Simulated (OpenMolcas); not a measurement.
Ag2+ (d9) on a cation site of an ionic host was computed by SS-CASPT2, IPEA 0.25 Eh, imaginary shift 0.1 Eh with the d shell active (OpenMolcas, ANO-RCC-VTZP on the metal). Its lowest spin-free states, and all those of the highest spin:

| 2S+1 | Degeneracy | E (cm-1) |
| --- | --- | --- |
| 2 | 2 | 0 |
| 2 | 3 | 15090 |

Q: Is the site octahedral, tetrahedral or cube-like, axial, or of lower symmetry?

A: The states with 2S+1 = 2 have orbital degeneracies 2, 3. Threefold states need a cubic site. For d9 at this spin an octahedron puts the twofold E below the threefold T2 and a tetrahedron or cube puts the threefold T2 below the twofold E, so the site is octahedral. The first gap at this spin, 15100 cm-1, is |10Dq| in ligand-field theory. The run had Ag2+ with its 6 nearest oxide ions at 2.411 Å, on the Sr site of SrO (a = 5.1602 Å, distance in the model lattice 2.580 Å). The rest of the host is ab initio model potentials to 7.6 Å, with orthogonalisation functions on the cations behind the ligands, and point charges beyond; the distance is set by hand and nothing relaxes. Ligand basis ANO-RCC-VDZP.

Roots that are degenerate in the reference are averaged as groups; the widest CASPT2 spread within a group is 190 cm-1 (the 3-fold group of multiplicity 2 near 15100 cm-1 above the lowest state of its run). Shifts and gaps below about the spread of the groups concerned are not significant. Over all roots computed the reference weight is 0.69; a low but even weight reflects the number of correlated electrons. An orbital doublet at a regular site is open to a Jahn-Teller distortion, which this geometry leaves out. The least metal-like active orbital is 82 % on the metal (Löwdin) and no ligand orbital is active, so the numbers are rough. Ligand-to-metal charge-transfer states are missing. With one d shell and no ligand orbital active, 10Dq can be off by a tenth or more. No measured value stands beside these numbers; the geometry was set by hand and not optimised.
